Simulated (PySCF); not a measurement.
**Two-component Hartree-Fock for Os⁺ (osmium, charge +1)**

Start: [Xe] 4f14 5d6 6p1; 5d3/2 filled at m_j = +3/2; 5d5/2 filled at m_j = -3/2, -1/2, +1/2, +3/2, +5/2; 6p3/2 filled at m_j = +3/2. Calculated with PySCF 2.14 in x2c-SVPall-2c with one added diffuse shell each of s, d type (8s9p10d2f, 99 functions): generalised Hartree-Fock with the X2C-1e Hamiltonian and a Gaussian nucleus; one run each with spin-orbit coupling (SO) switched off, then screened by Boettger's factors. This is a chosen level, not necessarily the ground level.

```
spinor shell  electrons  ε, spin-free (eV)  ε, screened SO (eV)  weight of nominal j (screened SO)  rms radius, screened SO (bohr)
       1s1/2          2           -74284.7             -74259.9                              1.000                          0.0201
       2s1/2          2           -13091.6             -13083.7                              1.000                          0.0809
       2p1/2          2           -11408.2             -12505.6                              1.000                          0.0687
       2p3/2          4           -11408.2             -10968.3                              1.000                          0.0764
       3s1/2          2            -3119.1              -3116.4                              1.000                           0.207
       3p1/2          2            -2616.5              -2858.4                              1.000                           0.198
       3p3/2          4            -2616.5              -2517.5                              1.000                           0.214
       3d3/2          4            -2047.3              -2089.1                              1.000                           0.189
       3d5/2          6            -2047.3              -2016.6                              1.000                           0.192
       4s1/2          2            -700.25              -699.29                              1.000                           0.459
       4p1/2          2            -532.49              -589.70                              1.000                           0.466
       4p3/2          4            -532.49              -508.69                              1.000                           0.499
       4d3/2          4            -319.75              -328.32                              0.999                           0.520
       4d5/2          6            -319.75              -312.93                              1.000                           0.531
       5s1/2          2            -117.80              -117.53                              1.000                            1.08
       5p1/2          2            -72.122              -82.277                              0.684                            1.09
       4f5/2          6            -81.039              -82.176                              0.896                           0.691
       4f7/2          8            -81.039              -79.227                              0.990                           0.612
       5d5/2          5            -22.005              -22.551                              0.476                            1.84
       5d3/2          1            -22.005              -19.118                              0.651                            1.87
       6p3/2          1             -9.967               -9.771                              1.000                            3.90
```

Question: Where does 5p3/2 lie, and what is the 5p spin-orbit splitting (screened SO)?

Answer: At -67.550 eV, 14.727 eV above 5p1/2.

```
   quantity     spin-free   screened SO
E (hartree)  -17239.73673  -17262.21858
        M_J          11/2          11/2
       ⟨J²⟩        35.816        35.818
       ⟨L²⟩        12.065        12.951
       ⟨S²⟩         8.752         8.390
```

Each row is a mean over spinors that exchange with the open shell spreads, by up to 7.837 eV (5p3/2).

Rows whose weight is well below 1 are mixtures of j = l ± 1/2: exchange outweighs spin-orbit coupling there, and the label is only the starting occupation.

⟨J²⟩ departs a little from M_J(M_J + 1) because the unrestricted spinors polarise the closed shells.

Breit and QED terms are absent; they matter most for the inner s and p1/2 levels.

Densities and radii are taken from the X2C orbitals without a picture-change correction, which distorts them close to the nucleus.

Without spin-orbit coupling the j labels of p, d and f shells carry no meaning; the spin-free column gives the mean over the occupied spinors of each nl shell.
